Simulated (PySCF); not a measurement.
H₃OSi, SMILES [O][SiH3] (connectivity only; charge and spin as stated), charge -1, multiplicity 1.

Geometry optimised at PBE0-D3(BJ)/def2-TZVPD. The spin state was assumed, not searched. The isomer is the one that the SMILES or the coordinates give; other isomers of the formula were not compared.

All values below come from PBE/def2-TZVPD run with PySCF.

Isolated molecule, no solvent. A positive occupied level means that this level leaves the electron formally unbound; only the finite basis holds it.

Computed frontier levels, gap, dipole moment and polarisability:
| Item | Value |
|---|---|
| highest occupied level | 0.08 eV |
| lowest empty level | 3.97 eV |
| orbital gap | 3.90 eV |
| dipole moment about the centre of nuclear charge | 0.330 e·Å |
| mean static polarisability | 51.7 bohr³ (7.66 Å³) |
| polarisability, principal values | 49.7, 49.7, 55.7 bohr³ |
